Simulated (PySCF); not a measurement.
Calculation: PySCF with PBE-D3(BJ)/def2-TZVP // PBE0-D3(BJ)/def2-SVP. Gas-phase values, no solvent. One relaxed conformer stands for a flexible species; it need not be the lowest. Excitations are Tamm–Dancoff values on a coarser integration grid. The basis has no diffuse functions, so Rydberg states are missing or too high.

Reference species (SMILES): `N#[C][GeH2][NH2]` (neutral, multiplicity 1).

* **T1 excitation (TDA)**: 4.84 eV
* **LUMO**: -1.57 eV
* **HOMO**: -6.57 eV
* **HOMO–LUMO gap**: 5.00 eV

Changed species: `N#[C][GeH2][GeH2][GeH2][GeH2][GeH2][NH2]` (n = 5; the reference has n = 1).

Question: Predict the effect on the T1 excitation (TDA), LUMO, HOMO and HOMO–LUMO gap.

Answer: the T1 excitation (TDA) drops by 0.74 eV, to 4.10 eV; the LUMO falls by 0.36 eV, to -1.93 eV; the HOMO increases by 0.47 eV, to -6.10 eV; the HOMO–LUMO gap decreases by 0.83 eV, to 4.17 eV.
